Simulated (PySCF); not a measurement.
**Two-component Hartree-Fock for Gd²⁷⁺ (gadolinium, charge +27)**

Start: [Kr] 4d1; 4d5/2 filled at m_j = +5/2. Calculated with PySCF 2.14 in an even-tempered Gaussian basis (17 s from 2.3 bohr⁻², ratio 2.8; 14 p from 2.9 bohr⁻², ratio 2.8; 9 d from 2.9 bohr⁻², ratio 2.8; 3 f from 10 bohr⁻², ratio 3): generalised Hartree-Fock with the X2C-1e Hamiltonian and a Gaussian nucleus; one run each with spin-orbit coupling (SO) screened by Boettger's factors, then bare. This is a chosen level, not necessarily the ground level.

```json
{"spinor shell": "1s1/2", "electrons": "2", "ε, screened SO (eV)": "-51402.0", "ε, bare SO (eV)": "-51401.3", "weight of nominal j (bare SO)": "1.000", "rms radius, bare SO (bohr)": "0.0249"}
{"spinor shell": "2s1/2", "electrons": "2", "ε, screened SO (eV)": "-9369.5", "ε, bare SO (eV)": "-9369.4", "weight of nominal j (bare SO)": "1.000", "rms radius, bare SO (bohr)": "0.101"}
{"spinor shell": "2p1/2", "electrons": "2", "ε, screened SO (eV)": "-8927.2", "ε, bare SO (eV)": "-8945.3", "weight of nominal j (bare SO)": "1.000", "rms radius, bare SO (bohr)": "0.0862"}
{"spinor shell": "2p3/2", "electrons": "4", "ε, screened SO (eV)": "-8226.8", "ε, bare SO (eV)": "-8220.3", "weight of nominal j (bare SO)": "1.000", "rms radius, bare SO (bohr)": "0.0928"}
{"spinor shell": "3s1/2", "electrons": "2", "ε, screened SO (eV)": "-2806.9", "ε, bare SO (eV)": "-2806.9", "weight of nominal j (bare SO)": "1.000", "rms radius, bare SO (bohr)": "0.258"}
{"spinor shell": "3p1/2", "electrons": "2", "ε, screened SO (eV)": "-2616.1", "ε, bare SO (eV)": "-2619.9", "weight of nominal j (bare SO)": "1.000", "rms radius, bare SO (bohr)": "0.249"}
{"spinor shell": "3p3/2", "electrons": "4", "ε, screened SO (eV)": "-2466.3", "ε, bare SO (eV)": "-2464.9", "weight of nominal j (bare SO)": "1.000", "rms radius, bare SO (bohr)": "0.262"}
{"spinor shell": "3d3/2", "electrons": "4", "ε, screened SO (eV)": "-2141.6", "ε, bare SO (eV)": "-2145.3", "weight of nominal j (bare SO)": "1.000", "rms radius, bare SO (bohr)": "0.233"}
{"spinor shell": "3d5/2", "electrons": "6", "ε, screened SO (eV)": "-2110.0", "ε, bare SO (eV)": "-2107.7", "weight of nominal j (bare SO)": "1.000", "rms radius, bare SO (bohr)": "0.237"}
{"spinor shell": "4s1/2", "electrons": "2", "ε, screened SO (eV)": "-1183.8", "ε, bare SO (eV)": "-1183.8", "weight of nominal j (bare SO)": "1.000", "rms radius, bare SO (bohr)": "0.546"}
{"spinor shell": "4p1/2", "electrons": "2", "ε, screened SO (eV)": "-1097.6", "ε, bare SO (eV)": "-1098.7", "weight of nominal j (bare SO)": "0.999", "rms radius, bare SO (bohr)": "0.552"}
{"spinor shell": "4p3/2", "electrons": "4", "ε, screened SO (eV)": "-1056.6", "ε, bare SO (eV)": "-1056.2", "weight of nominal j (bare SO)": "0.999", "rms radius, bare SO (bohr)": "0.577"}
{"spinor shell": "4d5/2", "electrons": "1", "ε, screened SO (eV)": "-928.88", "ε, bare SO (eV)": "-928.24", "weight of nominal j (bare SO)": "1.000", "rms radius, bare SO (bohr)": "0.577"}
```

```
   quantity   screened SO       bare SO
E (hartree)  -10920.05128  -10920.56758
        M_J           5/2           5/2
       ⟨J²⟩         8.752         8.752
       ⟨L²⟩         6.045         6.048
       ⟨S²⟩         0.793         0.797
```

Each row is a mean over spinors that exchange with the open shell spreads, by up to 11.998 eV (4p3/2).

Breit and QED terms are absent; they matter most for the inner s and p1/2 levels.

Densities and radii are taken from the X2C orbitals without a picture-change correction, which distorts them close to the nucleus.
